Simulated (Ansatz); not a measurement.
Mulliken charges of `[O][Si](F)(Cl)Cl` radical from ωB97M-V/def2-TZVPP in Ansatz (PBE0-D4/def2-TZVP geometry).

```tsv
atom	x (Å)	y (Å)	z (Å)	charge (e)
O1	1.205	-1.121	0.351	-0.236
Si2	0.002	-0.037	0.072	0.765
F3	-0.945	0.176	1.311	-0.260
Cl4	-1.089	-0.816	-1.428	-0.134
Cl5	0.876	1.725	-0.347	-0.136
```

Q: By hand: the dipole of these point charges (1 e Å = 4.8032 D).

A: Σ q r = (-0.010, 0.065, -0.130) e Å, of length 0.146 e Å = 0.70 D.

Q: How does the dipole of the full density compare? (An estimate is asked.)

A: The calculation gave: (-0.053, 0.101, -0.126) e Å, 0.82 D; the point charges give 0.85 times that, at 19° from its direction.

Point charges leave out the atoms' own dipoles, such as those of lone pairs, and Mulliken's split depends on the basis, so the two needn't agree.
